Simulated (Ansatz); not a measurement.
Geometry optimisation, Ansatz 0.2.0, RKS B3LYP-D4/STO-3G.

Input file:

```yaml
crystal:
  periodic: [false, false, false]
  atoms:
    - { symbol: C, position_ang: [-1.7588, -0.1668, 0.7856] }
    - { symbol: Si, position_ang: [-0.3726, -1.2604, 0.4206] }
    - { symbol: Si, position_ang: [1.4547, -0.0398, 0.1685] }
    - { symbol: Al, position_ang: [1.2551, 1.4923, -1.5964] }
    - { symbol: H, position_ang: [-1.6053, 0.4425, 1.6856] }
    - { symbol: H, position_ang: [-2.7307, -0.7077, 0.8987] }
    - { symbol: H, position_ang: [-1.9108, 0.5852, -0.069] }
    - { symbol: H, position_ang: [-0.5883, -1.9863, -0.8256] }
    - { symbol: H, position_ang: [-0.1953, -2.1805, 1.5812] }
    - { symbol: H, position_ang: [1.7506, 0.7009, 1.4487] }
    - { symbol: H, position_ang: [2.6126, -0.927, -0.0932] }
    - { symbol: H, position_ang: [1.43483, 3.01644, -1.39595] }
    - { symbol: H, position_ang: [1.07796, 0.85498, -3.16251] }
basis:
  gaussian: { orbitals: STO-3G }
hamiltonian:
  xc: b3lyp
  dispersion: d4
relax:
  f_tol: 0.015
  max_steps: 40
output:
  orbitals: {}
```

Run as:

```bash
$ ansatz run input.yaml --threads 1 --pin off --max-ram 2048MiB --backend cpu --events-out ev --progress --plain --runs-dir out
```

Where does it end, and by what steps?

It converged. The force dipped under the threshold on the way, but the program's further checks kept it going. Limits of this set-up: minimal basis. After 18 steps the energy has fallen by 0.701 eV; H13 moved furthest, 0.54 Å.

```csv
step,energy less start (eV),largest force component (eV/Å),accepted
0,0.0000,2.777,yes
1,-0.5947,1.911,yes
2,-0.6868,0.318,yes
3,-0.6942,0.122,yes
4,-0.6971,0.072,yes
5,-0.6985,0.019,yes
6,-0.6910,0.361,no
7,-0.6988,0.028,yes
8,-0.6990,0.055,yes
9,-0.6991,0.058,yes
10,-0.6995,0.054,yes
11,-0.6998,0.062,yes
12,-0.7000,0.070,yes
13,-0.7002,0.048,yes
14,-0.7004,0.005,yes
15,-0.7004,0.008,yes
16,-0.7004,0.049,no
17,-0.7005,0.013,yes
18,-0.7005,0.012,yes
```

```xyz
13
Properties=species:S:1:pos:R:3
C -1.817 -0.101 0.755
Si -0.340 -1.237 0.474
Si 1.545 -0.065 0.057
Al 1.322 1.490 -1.616
H -1.648 0.575 1.604
H -2.728 -0.674 0.968
H -2.021 0.524 -0.124
H -0.666 -2.101 -0.642
H -0.206 -2.091 1.635
H 1.944 0.536 1.314
H 2.578 -1.040 -0.228
H 0.920 2.903 -1.300
H 1.541 1.105 -3.052
```

Time of the run: 46 s on 1 thread of Arm Neoverse V2, on a shared host, peak memory 0.13 GiB.
